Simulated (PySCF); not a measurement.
Molecule: sum formula H₅SiNO₃, net charge 0, singlet state. 
Structure (B3LYP-D3(BJ)/def2-TZVP (Ansatz) minimum search):
```
Si
O 1 1.6330
H 2 0.9605 1 117.84
O 1 1.6443 2 106.50 3 60.69
H 4 0.9597 1 117.84 2 175.93
O 1 1.6443 2 106.50 3 -60.69
H 6 0.9597 1 117.84 2 -175.93
N 1 1.7058 2 113.19 3 -180.00
H 8 1.0086 1 119.30 2 70.60
H 8 1.0086 9 110.69 1 144.26
```
Charge 0, spin multiplicity 1.

Dispersion corrections to the total energy (kcal/mol) from the dftd3 and dftd4 libraries through PySCF: D3(BJ) without and D4 with the three-body term, each with the damping fitted for the functional named.

```csv
functional,D3(BJ),D4
B2PLYP,-3.49,-3.24
HSE06,-2.78,-3.60
PBE0,-3.70,(withheld)
TPSS,-5.38,-6.31
LC-wPBE,(withheld),-5.18
BHLYP,(withheld),-5.49
TPSSh,-4.94,-5.71
```

Task: Complete the blanks.

Result: 
- PBE0, D4: -3.89
- LC-wPBE, D3(BJ): -4.02
- BHLYP, D3(BJ): -5.92
